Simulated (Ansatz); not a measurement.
The same path of CH3InO (6 atoms, charge 0, multiplicity 1) was run 3 times with different band settings. Lost on the way: C2–H4. Made: O1–H4.

Computed with RKS r2SCANh-D4/def2-mTZVP (Ansatz 0.2.0).

Relaxed end points:

```xyz
6
Properties=species:S:1:pos:R:3
O -1.096 -1.579 0.495
C -0.078 -1.201 -0.040
In 0.202 0.999 -0.047
H 0.615 -1.963 -0.474
H -0.522 1.928 -1.310
H 0.921 1.752 1.331
```

```xyz
6
Properties=species:S:1:pos:R:3
O -0.510 -1.819 0.152
C 0.317 -0.899 -0.232
In 0.000 1.219 0.082
H -0.164 -2.699 -0.099
H -0.517 2.150 -1.284
H 0.916 1.983 1.337
```

Common settings: spring 5.0 eV/Å²; optimiser quadratic models (default); force threshold 0.03 eV/Å; iteration limit 60; end points relaxed.

| run | movable images | climbing image | start path |
| --- | --- | --- | --- |
| 1 | 7 | yes | through a guess of the saddle point |
| 2 | 8 | no | through a guess of the saddle point |
| 3 | 7 | yes | straight line |

(1) What does each run give, and how far can it be trusted?

Answers

(1) Run 1: converged after 30 iterations, highest image 3.654 eV above the first end. Neighbouring images differ by up to 1.7 eV, so the band resolves the path poorly. A vibrational analysis at the climbing image gives one clearly imaginary mode, 2056i cm⁻¹: a first-order saddle point.
Run 2: converged after 44 iterations, highest image 3.540 eV above the first end. Neighbouring images differ by up to 1.5 eV, so the band resolves the path poorly. No image climbed, so the highest image needn't sit at the top of the path.
Run 3: converged after 14 iterations, highest image 3.654 eV above the first end. Neighbouring images differ by up to 1.7 eV, so the band resolves the path poorly. Another band between the same ends (7 images) ends at a top of the same energy, where a vibrational analysis finds 1 clearly imaginary mode.
The orbitals stay closed-shell, which can raise the energy where a bond breaks towards radicals; this wasn't checked here.
